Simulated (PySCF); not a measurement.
# Run times: technetium in x2c-TZVPall

Measured wall times of calculations with PySCF 2.14 in x2c-TZVPall (8s6p6d1f, 63 functions), with the spin-free X2C one-electron Hamiltonian (Gaussian nucleus), run from one Python driver. Hardware: 1 thread of Neoverse-V1 on a shared host, 1.3 GiB allowed. The two-electron integrals over 63 functions were computed once and kept in memory (1.3 CPU seconds with the set-up); the times below exclude them. Kohn-Sham runs start from converged Hartree-Fock orbitals.

Launch command (the driver calls PySCF for each step listed in the task file):

```bash
OMP_NUM_THREADS=1 python atomrun2.py TASK.json OUT
```

```tsv
species	step	iterations	wall time (s)
Tc [Kr] 4d5 5s2	UHF	1	0.37
Tc [Kr] 4d5 5s2	M06-2X	7	3.6
Tc [Kr] 4d5 5s2	PBE	7	1.7
Tc [Kr] 4d5 5s2	MP2 (7 electrons)		0.1
Tc+ [Kr] 4d5 5s1	UHF	1	0.3
Tc+ [Kr] 4d5 5s1	M06-2X	7	3.6
Tc+ [Kr] 4d5 5s1	PBE	6	1.5
Tc+ [Kr] 4d5 5s1	MP2 (6 electrons)		0.04
```

Peak memory of the process: 0.26 GiB. Times on a shared host vary from run to run.
